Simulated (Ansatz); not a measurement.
The cluster MoO3⁻ was relaxed with r2SCAN-D4 (def2-TZVPD) in Ansatz in these states: charge -1 doublet, charge -1 quartet. The geometries follow in no particular order.

In the def2 sets Mo takes a core potential; there is no spin–orbit coupling.

A:

```xyz
4

Mo   -0.038   -0.238    0.173
O     1.303   -0.693   -0.838
O    -1.565   -0.102   -0.648
O     0.300    1.034    1.312
```

B:

```xyz
4

Mo    0.028    0.110    0.034
O     0.524    1.200   -1.239
O    -0.096    0.450    1.745
O    -0.456   -1.761   -0.540
```

Task: Judge from the bond lengths which geometry belongs to which state (an estimate).

Result: A is the charge -1 doublet (Mo1–O4 1.740 Å, Mo1–O2 1.740 Å, Mo1–O3 1.740 Å); B is the charge -1 quartet (Mo1–O4 2.016 Å, Mo1–O2 1.748 Å, Mo1–O3 1.748 Å).

At r2SCAN-D4/def2-TZVPD the highest occupied level of the charge -1 quartet lies above zero (up to 0.95 eV). It is a level of α spin, whose loss leaves a triplet; that state wasn't run at this geometry and level. The electron is either unbound and held by the finite basis, or the level is raised by self-interaction error. At PBE0-D4/def2-TZVPD a doublet lies 2.93 eV below the charge -1 quartet. These are the stationary points nearest to one start from a short search; other shapes may lie lower in each state.
